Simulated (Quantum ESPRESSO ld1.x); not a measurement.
The nuclear charge of neutral sulfur is varied continuously with 16 electrons held in [Ne] 3s2 3p4. Method: scalar-relativistic Kohn-Sham, relativistic LDA (MacDonald-Vosko exchange, VWN5 correlation), spin-unpolarised, spherical densities, point nucleus; computed with ld1.x of Quantum ESPRESSO 7.5. By the Hellmann-Feynman theorem dE/dZ = E(electron-nucleus)/Z, the electronic potential at the nucleus. The scalar-relativistic energy here is not variational (the density holds large components alone), so the two differ by a part that grows with Z.

Z     E (hartree)  E(electron-nucleus)/Z (hartree)  HOMO  e(HOMO) (eV)  <r> HOMO (bohr)
15.5    -368.5683                         -56.9179    3p        -2.410            2.358
16      -397.6353                         -59.3178    3p        -7.109            2.072
16.5    -427.9010                         -61.7095    3p       -12.841            1.866
17      -459.3624                         -64.0968    3p       -19.513            1.706

The central difference of E at Z = 16 is -59.333 hartree, to compare with the third column; the second derivative is -4.79 hartree.
